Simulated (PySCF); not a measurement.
1-bromo-1-chlorocyclopropane (C3H4BrCl), SMILES ClC1(Br)CC1. Geometry optimised at PBE0-D3(BJ)/def2-SVP.

Question: Give the equilibrium geometry at PBE0-D3(BJ)/def2-SVP (PySCF confirms it by a frequency run) as bond lengths and angles, and its point group. (The exact figures need the calculation; the answer reports its results.)

Answer: point group Cs.
Atoms: Cl1 C2 Br3 C4 C5 H6 H7 H8 H9. Bonded distances (Å): Cl1–C2 1.755, C2–Br3 1.917, C2–C4 1.490, C2–C5 1.490, C4–C5 1.509, C4–H6 1.093, C4–H7 1.093, C5–H8 1.093, C5–H9 1.093. Bond angles (°): Cl1–C2–Br3 113.2, Cl1–C2–C4 118.3, Cl1–C2–C5 118.3, Br3–C2–C4 118.4, Br3–C2–C5 118.4, C4–C2–C5 60.9, C2–C4–C5 59.6, C2–C4–H6 117.4, C2–C4–H7 116.6, C5–C4–H6 118.4, C5–C4–H7 118.3, H6–C4–H7 115.2, C2–C5–C4 59.6, C2–C5–H8 117.4, C2–C5–H9 116.6, C4–C5–H8 118.4, C4–C5–H9 118.3, H8–C5–H9 115.2.
